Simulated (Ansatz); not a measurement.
Relaxation of Cl₂H₆O₂SiTi (12 atoms, charge 0, multiplicity 1), to a largest force component of 0.03 eV/Å in at most 50 steps.

The calculation used Ansatz, RHF/def2-SVP.

```xyz
12
Properties=species:S:1:pos:R:3
Ti -0.133 0.464 -0.551
O 0.575 -0.340 2.376
H -0.242 -0.667 2.724
O 1.339 -0.406 -0.795
Si 2.708 -1.363 -0.913
H 2.349 -2.591 -1.653
H 3.739 -0.609 -1.651
H 3.188 -1.694 0.440
Cl -0.543 1.833 -2.227
Cl -1.920 -0.719 0.028
H 0.140 1.565 0.694
H 0.448 0.617 2.280
```

Problem. Where does it end, and by what steps?

Solution. The forces met the threshold. After 21 steps the energy has fallen by 0.498 eV; O2 moved furthest, 0.67 Å. Joined: Ti1–O2 (3.12 → 2.22 Å).

```tsv
step	energy less start (eV)	largest force component (eV/Å)	accepted
0	0.0000	1.380	yes
1	-0.0489	2.675	yes
2	-0.0946	2.276	yes
3	-0.2251	1.754	yes
4	-0.3717	1.650	yes
5	-0.4227	0.926	yes
6	-0.4528	0.581	yes
7	-0.4421	0.373	no
8	-0.4791	0.371	yes
9	-0.4832	0.162	yes
10	-0.4869	0.107	yes
11	-0.4911	0.085	yes
12	-0.4933	0.073	yes
13	-0.4941	0.106	yes
14	-0.4950	0.053	yes
15	-0.4957	0.187	yes
16	-0.4965	0.117	yes
17	-0.4972	0.061	yes
18	-0.4974	0.056	yes
19	-0.4976	0.049	yes
20	-0.4976	0.035	yes
21	-0.4977	0.014	yes
```

```xyz
12
Properties=species:S:1:pos:R:3
Ti -0.030 0.337 -0.152
O 0.086 -0.042 2.030
H -0.665 -0.484 2.409
O 1.421 -0.593 -0.438
Si 2.787 -1.360 -0.985
H 2.399 -2.519 -1.815
H 3.598 -0.416 -1.779
H 3.571 -1.823 0.180
Cl -0.385 1.428 -2.062
Cl -2.040 -0.729 0.187
H 0.426 1.757 0.507
H 0.478 0.535 2.671
```

Whether the end is a true minimum wasn't checked by a vibrational analysis.

The run took 63 s on 4 threads of Arm Neoverse V1, on a shared host, peak memory 0.45 GiB.
